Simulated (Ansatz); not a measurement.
Z-matrix (Å, degrees):
```
C
C 1 1.512
C 1 1.523 2 112.9
H 1 1.098 2 106.5 3 120.7
H 1 1.091 2 108.4 3 -125.3
C 2 1.512 1 115.5 3 -26.5
O 2 1.204 1 122.2 3 153.6
C 3 1.512 1 112.9 2 54.9
H 3 1.091 1 112.4 2 178.0
H 3 1.098 1 109.8 2 -63.8
C 6 1.523 2 112.9 1 -27.2
H 6 1.098 2 106.5 1 93.5
H 6 1.091 2 108.4 1 -152.4
O 8 1.204 3 122.3 1 152.8
H 11 1.091 6 112.4 2 178.0
H 11 1.098 6 109.9 2 -63.8
```

Total charge 0; spin multiplicity 1.

Question: List the r2SCAN/def2-TZVPP orbital energies in eV (Ansatz). (Estimate.)

Answer: Computed: Occupied: -515.64, -515.64, -275.73, -275.73, -273.76, -273.76, -273.76, -273.76, -27.78, -27.73, -22.19, -20.43, -18.61, -17.31, -14.83, -13.30, -13.25, -12.22, -12.22, -11.25, -11.17, -10.80, -10.46, -10.16, -10.01, -9.50, -9.12, -8.65, -6.16, -6.07. Lowest empty: -1.71, -1.61, 0.57, 1.64, 2.09, 2.22, 2.29, 3.02.
